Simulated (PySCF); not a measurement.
# How methods differ on the ionisation energy of Re²⁺

Re²⁺ [Xe] 4f14 5d5 (6S) → Re³⁺ [Xe] 4f14 5d4 (5D), as a difference of total energies. All numbers are calculated (PySCF 2.14, the spin-free X2C one-electron Hamiltonian (Gaussian nucleus), in x2c-TZVPPall with one added diffuse shell each of s, p, d, f type (12s8p8d4f1g, 113 functions)). Correlated levels: valence: [Xe] 4f14 frozen. The calculations carry no spin-orbit coupling.

```tsv
method	ionisation energy (eV)
UHF	27.251
LDA	28.607
PBE	28.329
PBE0	28.275
r2SCAN	28.279
MP2 (valence)	27.781
SCS-MP2 (valence)	27.428
```

How much does correlation contribute at MP2 (valence)?

27.781 − (27.251) = 0.530 eV, measured against UHF.

A first-order spin-orbit estimate (lowest level to lowest level, LS coupling) adds -0.663 eV.

Errors of the correlated levels include the incompleteness of this basis and the frozen core.

For comparison: 27 ± 1.6 eV (theoretical estimate listed by NIST; NIST Atomic Spectra Database, ionization energies).
